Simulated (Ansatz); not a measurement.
Coupled-cluster diagnostics for the cluster Si₅O₄, Ansatz.

Geometry of the singlet (PBE-D4/def2-SVP):

```xyz
9

Si    0.7024   -2.0684   -1.2439
Si   -1.7867    0.7938    1.9326
Si    1.0485    2.3744    0.9058
Si    0.7036    0.2735   -1.2939
Si   -1.1342   -0.7515   -0.6284
O    -2.0926   -0.3890    0.7253
O    -0.3934    1.5829    1.3503
O     1.4778   -3.4157   -1.1811
O     1.4746    1.5999   -0.5668
```

Correlated methods freeze 29 core orbitals. Another isomer (singlet) lies 1.00 eV lower at PBE0-D4/def2-TZVP; other spin states weren't run for this one.

Problem. Estimate the CCSD(T) correlation energy, the shares of MP2 and (T), T1 and the reference's ⟨S²⟩ for: charge 0, singlet, own geometry in def2-SVP; and the rough time on 4 threads of Arm Neoverse V1 on a shared host.

Solution. 
```
                          state     basis  correlation (eV)  MP2 share (%)  (T) share (%)     T1  ⟨S²⟩ (pure)  wall time                                    remarks
charge 0, singlet, own geometry  def2-SVP           -33.664           93.6            4.2  0.025  0.00 (0.00)       28 s  large T1 (0.025), restricted SCF unstable
```
Customary marks for T1 are 0.02 (closed shells), 0.045 (open shells) and about 0.05 (3d metals). T1 exceeds 0.02 in 1 of 1 rows and 0.045 in 0; the higher it lies, the less the single-reference result can be trusted.
